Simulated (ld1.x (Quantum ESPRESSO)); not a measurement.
## Before and after: TM potential for Cs (Z = 55)

caesium, norm-conserving Troullier–Martins (Kleinman–Bylander form), made with ld1.x (Quantum ESPRESSO) 7.5 (PBE, fully relativistic). Core [Kr] 4d10, reference 5s2 5p6 5d0.5 6s0.5 6p0. Waves: 5s (bound): rc 2.70 bohr; 5p (bound): rc 2.80 bohr; 5d (bound): rc 4.20 bohr; 4f channel at 0.25 Ry: rc 3.65 bohr. Local part: all-electron potential smoothed inside 2.55 bohr (lloc = -1). Core correction: none.

Open shells are filled in proportion to 2j + 1 (rel_dist='average').

Occupied shells without a wave of their own: 6s. They enter only through the test configuration that unscreens the potential.

Change: scalar-relativistic.

Cutoffs: the cutoffs (Ry, on a coarse ladder) from which the occupation-weighted sum of valence levels, in a spherical-Bessel basis at the reference potential, stays within 10 and 1 mRy of its value at 400 Ry; they do not see the model core or the augmentation charge, which bear on the density cutoff. Errors are all-electron minus pseudo energies relative to the spin-unpolarised reference configuration.

Question: What does the change do?

Answer: The potential gets neither clearly harder nor softer (15 Ry and 25 Ry → 15 Ry and 25 Ry); the s channel sets the loose cutoff, while the largest relative change is in p, which becomes softer; of the 7 tests that both files solve, the error grows in 1 and shrinks in 0 by more than 15 % and 0.3 meV (median size 28.6 → 29.1 meV); neither file shows a bound ghost.

| quantity | base | changed |
| --- | --- | --- |
| cutoff, loose | 15 Ry | 15 Ry |
| cutoff, tight | 25 Ry | 25 Ry |
| loose cutoff by channel (10 mRy a level) | s 10 Ry, p 8 Ry, d 6 Ry | s 10 Ry, p 6 Ry, d 6 Ry |
| bound ghosts | none | none |
| largest miss of a reference level, eV | 0.06 | 0.06 |
| error for 5s2 5p6 5d0 6s1 6p0, meV [ΔE -0.84 eV] | +28 | +28 |
| error for 5s2 5p6 5d0 6s0 6p0, meV [ΔE 3.02 eV] | -49 | -49 |
| error for 5s2 5p6 5d0 6s0.5 6p0, meV [ΔE 0.63 eV] | +0.4 | +0.9 |
| error for 5s2 5p5 5d0 6s1 6p0, meV [ΔE 17.07 → 17.02 eV] | +107 | +100 |
| error for 5s2 5p6 5d0 6s0 6p1, meV [ΔE 0.53 eV] | -28 | -27 |
| error for 5s1 5p6 5d0 6s1 6p0, meV [ΔE 30.81 → 30.84 eV] | +93 | +87 |
| error for 5s2 5p6 5d1 6s0 6p0, meV [ΔE 0.83 eV] | -29 | -29 |
| s: phases at 4.53 bohr within 0.05 rad from the reference energy up to (Ry; the scan ends near 5) | -0.2 | -0.2 |
